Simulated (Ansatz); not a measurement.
`O=C=C([SiH3])[SiH3]` + `BC(F)[SiH3]` → `BC(F)([SiH3])[SiH3]` + `O=C=C[SiH3]`  (formal exchange of groups at the Si–C bond)

Program: Ansatz. Geometries: PBE0-D4/def2-TZVP. ΔE: electronic, gas phase. CCSD(T)/CBS is the MP2 limit (def2-TZVPP, def2-QZVPP) plus CCSD(T) − MP2 in def2-TZVPP, frozen cores.

```tsv
species	CCSD(T)/CBS(def2) energy (Eh)
`O=C=C([SiH3])[SiH3]`	-733.02266
`BC(F)[SiH3]`	-455.28386
`BC(F)([SiH3])[SiH3]`	-745.56706
`O=C=C[SiH3]`	-442.72816
```

Question: Work out ΔE.

Answer: ΔE = (-745.56706) + (-442.72816) − (-733.02266) − (-455.28386) = 0.01130 Eh = +7.1 kcal/mol.

Largest T1 diagnostic among the species: 0.016.
